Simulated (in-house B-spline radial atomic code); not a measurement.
Values are calculated unless marked as measured or tabulated.
## Sc in an electron gas of r_s = 2.67: phase shifts, screening, friction and resistivity

A nucleus sits in a uniform electron gas with a rigid positive background. The Kohn-Sham equations are solved self-consistently in the spin-unpolarised LDA (PW92), non-relativistic, on B-splines with outgoing waves at the boundary and partial waves to l = 8. The model has no lattice, no bands and no magnetic solution. Atomic units; δ_l are the phase shifts at the Fermi level, counted so that each bound state adds π, and good to about 0.0005. A narrow, partly filled d or f resonance in a thin gas would split by spin, so such rows rest on a solution that is probably unstable.

The density parameter is r_s = 2.67 bohr, near that of the valence electrons of Cu (1 per atom, density 8.96 g/cm³, mass 63.55 u, which gives r_s = 2.67).

```csv
l,δ_l (rad)
0,9.0416
1,6.2803
2,1.0436
3,-0.0128
4,-0.0027
5,-0.0005
6,-0.0003
7,-0.0002
8,-0.0003
```

Bound levels below the band bottom (hartree): s -159.7, s -16.69, p -13.72, s -1.511, p -0.7654.

(1) Check the Friedel sum rule, and say where the screening charge sits.

(2) Find the transport cross section and the electronic stopping of a 1 keV Sc ion (mass 44.96 u).

(3) What residual resistivity would 1 atomic per cent of such centres give in Cu?

(4) On a substitutional site the background of one host ion, a sphere holding 1 charge, is taken out. The phase shifts for l = 0 to 4 become 8.9629, 6.2422, 0.7664, -0.0113, -0.0028. What follows?

## Answers

(1) k_F = (9π/4)^(1/3)/r_s = 0.71879. The rule is Z = (2/π) Σ (2l + 1) δ_l. The terms are s 5.756, p 11.994, d 3.322, f -0.057 and -0.027 beyond, in all 20.989 against Z = 21. Bound states hold 6 s, 12 p, 0 d electrons, so the scattering states carry 2.99 in all; where a term is smaller than its bound count, the bound level has drawn weight out of the band.

(2) σ_tr = (4π/k_F²) Σ (l + 1) sin²(δ_l − δ_(l+1)). The terms for l = 0 to 3 are 0.1378, 1.4988, 2.2738, 0.0004, all together 3.9108, so σ_tr = 24.323 × 3.9108 = 95.120 bohr². With n = 3/(4π r_s³) = 0.01254, the friction coefficient is Q = n k_F σ_tr = 0.8575. For v well below v_F = 0.719, dE/dx = Q v; with 24801 eV per u at v = 1, v = √(1000/(24801 × 44.96)) = 0.0299, so dE/dx = 0.02568 hartree/bohr = 13.2 eV/nm. The largest term couples the d and f waves.

(3) Δρ = k_F n_i σ_tr/n in atomic units of 21.74 μΩ·cm. With one host atom per 1 electron, n_i/n = 0.01/1, so Δρ = 0.7188 × 0.01000 × 95.120 × 21.74 = 14.86 μΩ·cm. This is an atom added to the gas, as on an interstitial site.

(4) The Friedel sum is now 19.99, for Z − 1 = 20. The sum in σ_tr is 2.6881, so σ_tr = 65.38 bohr² and Δρ = 10.22 μΩ·cm per atomic per cent, 0.69 times the value above. A real host ion scatters too, so this model doesn't give zero even for the host's own atom.
